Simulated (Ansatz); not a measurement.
One geometry of [NbOF4]- (NbOF₄⁻), several levels of theory.

```yaml
crystal:
  periodic: [false, false, false]
  atoms:
    - {symbol: Nb, position_ang: [0.000093, -0.000242, 0.065588]}
    - {symbol: O, position_ang: [0.002689, -0.006653, 1.788255]}
    - {symbol: F, position_ang: [1.862423, 0.013421, -0.466210]}
    - {symbol: F, position_ang: [-0.012367, 1.864836, -0.456519]}
    - {symbol: F, position_ang: [-1.863828, -0.009969, -0.460695]}
    - {symbol: F, position_ang: [0.010971, -1.861382, -0.470419]}
basis:
  gaussian: {orbitals: def2-SVPD, initial_orbitals: start.molden}
total_charge: -1
correlation: {method: ccsd_t}
scf: {omitted_lower_state_checks: [starts]}
output: {orbitals: {seedname: orbitals}}
```

The file start.molden holds the orbitals of an earlier run on this structure, at another level or in another basis.

```sh
$ ansatz run in.yaml --threads 4 --pin off --events-out ev --progress --plain --max-ram 3916MiB
```

Shortened log:

```
Functional definition: HF
  name "HF"
  cite "Fock, Z. Phys. 61, 126 (1930) doi:10.1007/BF01340294"
  parent pbe
  exchange = exact_x
  correlation = 0
these checks for a lower state are left out or cut short: starts
1432 factors; integrals over basis functions are off by at most 8.9e-4 eV
mean field evaluation 1: about -14392.9299 eV, gradient 2.8e1 eV
mean field evaluation 2: about -14394.5691 eV, gradient 2.0e0 eV
mean field evaluation 4: about -14394.8848 eV, gradient 1.6e0 eV
mean field evaluation 8: about -14394.8892 eV, gradient 2.4e-4 eV
mean field -14394.88918284 eV, -529.0024202630 hartree, gradient 4.1e-6 eV, S^2 0.000000; 0 other end points of the search recorded, 0 dependent functions left out
5 core orbitals not correlated: weight in the atoms' cores, before any rotation towards them, 1.000 or more for the frozen orbitals, at most 0.000 for the correlated occupied ones
reference -14394.88918284 eV, -529.0024202630 hartree; 24, 24 occupied and 120, 120 virtual orbitals, 1432 factors
second order -37.24434543 eV of doubles, -0.00000000 eV of singles
cycle   1  -34.54647019 eV  change     2.7e0 eV  update   2.7e-1
cycle   2  -36.00131896 eV  change    -1.5e0 eV  update   1.6e-1
cycle   3  -36.26645459 eV  change   -2.7e-1 eV  update   4.3e-2
cycle   4  -36.30529244 eV  change   -3.9e-2 eV  update   1.7e-2
cycle   5  -36.28231915 eV  change    2.3e-2 eV  update   3.9e-3
cycle   6  -36.27774036 eV  change    4.6e-3 eV  update   1.7e-3
cycle   7  -36.27971955 eV  change   -2.0e-3 eV  update   6.9e-4
cycle   8  -36.27944552 eV  change    2.7e-4 eV  update   2.8e-4
cycle   9  -36.27935270 eV  change    9.3e-5 eV  update   8.8e-5
cycle  10  -36.27948284 eV  change   -1.3e-4 eV  update   3.7e-5
cycle  11  -36.27942170 eV  change    6.1e-5 eV  update   1.7e-5
cycle  12  -36.27940745 eV  change    1.4e-5 eV  update   6.6e-6
perturbative correction -1.37487798 eV, -0.0505258337 hartree
Total energy: -14432.54346827 eV, -530.3861897294 hartree
Checks for a lower state left out: starts
```

Hardware: 4 threads of Arm Neoverse V1 on a shared host. Wall time 63 s, peak host memory 1.6 GiB.

As the first input, with `gaussian: {orbitals: def2-TZVPD, initial_orbitals: start.molden}`, `correlation: {method: mp2}` (abridged; 4.3 s):

```
Functional definition: HF
mean field -14410.62983310 eV, -529.5808784908 hartree, gradient 1.1e-6 eV, S^2 0.000000
5 core orbitals not correlated: weight in the atoms' cores, before any rotation towards them, 1.000 or more for the frozen orbitals, at most 0.000 for the correlated occupied ones
second order -46.20831348 eV of doubles, -0.00000000 eV of singles
Total energy: -14456.83814659 eV, -531.2790026902 hartree
Checks for a lower state left out: starts
```

Geometry: r2SCAN-D4/def2-SVPD.

In the def2 sets Nb takes a core potential; there is no spin–orbit coupling. Correlated methods freeze 5 core orbitals; core or outer-core shells of Nb are correlated, in sets that lack core-valence functions.
